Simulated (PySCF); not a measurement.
# Working out the ionisation energy of Cr²⁺

Cr²⁺ [Ar] 3d4 (5D) → Cr³⁺ [Ar] 3d3 (4F). Calculation: PySCF 2.14, in x2c-TZVPPall (6s5p4d2f1g, 64 functions); the spin-free X2C one-electron Hamiltonian (Gaussian nucleus). Frozen: [Ne]. Energies in hartree (1 hartree = 27.21139 eV):

```csv
part,Cr²⁺ (lower),Cr³⁺ (upper)
UHF,-1048.871141,-1047.780704
CCSD correlation,-0.339736,-0.300077
(T),-0.006005,-0.004822
```

What does Hartree-Fock give?

(-1047.780704) − (-1048.871141) = 1.090437 hartree = 29.672 eV.

What do CCSD and CCSD(T) give?

The CCSD correlation energies differ by 0.039659 hartree = 1.079 eV and the triples by 0.001183 hartree = 0.032 eV, so CCSD gives 30.751 eV and CCSD(T) 30.783 eV.

A first-order spin-orbit estimate adds -0.024 eV to CCSD(T) (valence and next inner shell), giving 30.759 eV against 30.959 ± 0.025 eV (measured; NIST Atomic Spectra Database, ionization energies).

What remains against the reference includes basis incompleteness, the frozen core and higher excitations.
